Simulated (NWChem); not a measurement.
Molecule: CaHOBr; SMILES [OH][Ca][Br]

```xyz
4

Ca     0.2311     1.1547    -0.0001
Br    -0.0492    -1.4744     0.0001
O     -0.2857     3.0665     0.0012
H     -0.6141     3.9778    -0.0107
```
Atoms are numbered in this order, from 1.

All runs: NWChem. The geometry was optimised at PBE-D3(BJ)/def2-SVP. Vertical excitations in the gas phase; the lowest state need not have the same character in each row.

| level | lowest excitation, singlet (eV) | orbital gap (eV) |
|---|---|---|
| PBE/def2-SVPD, TDA | 3.75 | 3.73 |
| B3LYP/def2-SVPD, TDA | 4.18 | 5.05 |
| Hartree-Fock/def2-SVPD, CIS | ___ | ___ |
| BHandHLYP/def2-SVPD, TDA | 4.93 | 7.11 |

Task: What belongs in the gaps?

Result: 
- Hartree-Fock/def2-SVPD, CIS, lowest excitation, singlet (eV): 6.00
- Hartree-Fock/def2-SVPD, CIS, orbital gap (eV): 10.14
